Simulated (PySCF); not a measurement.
**Ni⁺ (nickel, charge +1) across methods**

[Ar] 3d9, 2D determinant. Calculation: PySCF 2.14, in aug-cc-pVTZ-DK; scalar relativity by spin-free X2C-1e.

```tsv
method	E (hartree)	mean ε 3p β (eV)	mean ε 3d α (eV)	mean ε 3d β (eV)	Σ⟨r²⟩ (bohr²)	⟨S²⟩
UHF	-1518.79770	-91.034	-21.504	-19.935	19.19	0.753
BP86	-1520.533	-74.562	-13.802	-12.913	20.56	0.856
LDA	-1517.512	-74.244	-13.808	-12.855	20.44	0.764
PBE0	-1520.043	-78.621	-15.587	-14.538	20.02	0.758
r2SCAN0	-1520.195	-79.809	-15.676	-14.564	19.83	0.761
LC-wPBE	-1520.102	-79.817	-18.335	-17.391	20.20	0.761
PBE	-1520.047	-74.388	-13.623	-12.709	20.60	0.828
```

(1) Estimate the same row for PW91.

Results:

(1) E (hartree) = -1520.430; mean ε 3p β (eV) = -74.454; mean ε 3d α (eV) = -13.702; mean ε 3d β (eV) = -12.802; Σ⟨r²⟩ (bohr²) = 20.58; ⟨S²⟩ = 0.821.
